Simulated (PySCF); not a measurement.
**Orbital picture of H₂**

RHF at R = 0.744 Å; PySCF, spin-free X2C with a Gaussian nucleus, basis sets H x2c-TZVPPall. State: ¹Σg⁺ (singlet), closed shell. Only the outer orbitals are listed.

```
orbital  occ.  ε (eV)  main shells (%)
     σg     2  -16.15             98 s
     σu     0    4.55       89 s, 11 p
     σg     0    8.35            102 s
```

Problem. Which are the highest filled and the lowest empty level, where do they sit, and how wide is the gap?

Solution. Highest filled σg at -16.15 eV (in %: 98 s); lowest empty σu at 4.55 eV (in %: 89 s, 11 p); the gap at RHF is 20.70 eV. An empty level above zero is unbound, and its energy depends on the basis.

| Property | Result |
| --- | --- |
| bond order (Mayer) | 1.00 |
| ⟨S²⟩ | 0.000 |
| polarisability along the bond | 6.6 bohr³ |
| polarisability across the bond | 2.6 bohr³ |

Shares are Mulliken populations and can fall outside 0 to 100 %.
